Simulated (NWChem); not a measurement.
Species: SnH4S3; SMILES [SH][SnH]([SH])[SH]

```xyz
8

Sn     0.0000     0.0000     0.4388
S      2.0165     1.0308    -0.4193
S     -1.9010     1.2309    -0.4193
S     -0.1155    -2.2618    -0.4193
H      0.0000     0.0000     2.1480
H      1.3071     1.7473    -1.3198
H     -2.1667     0.2584    -1.3198
H      0.8596    -2.0056    -1.3198
```
Atoms are numbered in this order, from 1.

Computed with NWChem. Medium grid unless said otherwise, to which SCAN and Minnesota functionals are sensitive. All runs use the structure optimised with PBE0/def2-SVP. No frequency run checked for a minimum. def2 effective core potentials on Sn; no spin-orbit coupling. Hybrids' shares of exact exchange are those that their runs print; pure functionals count as 0. The functionals differ in more than this share.

```
row                 share of exact exchange  highest occupied level (eV)
------------------  -----------------------  ---------------------------
PBE/def2-SVP                           0.00                        -6.16
TPSS/def2-SVP                          0.00                        -6.34
B3LYP/def2-SVP                         0.20                     withheld
r2SCAN0/def2-SVP                       0.25                        -7.66
BHandHLYP/def2-SVP                     0.50                        -8.49
```

Problem. Fit a straight line of the last column on the one before it, predict the withheld value, and compare with the run.

Solution. 
1. Means of the 4 shown rows: x = 0.188, y = -7.162. Slope Σ(x − x̄)(y − ȳ)/Σ(x − x̄)² = -0.7881/0.1719 = -4.585; intercept -6.303.
2. The shown rows scatter about the line by 0.139 (root mean square); the largest residual is -0.21, at r2SCAN0/def2-SVP.
3. At x = 0.20 (B3LYP/def2-SVP; inside the shown range) the line gives -7.22.
4. The run gives -7.11, +0.11 from the line, 0.8 times the scatter.
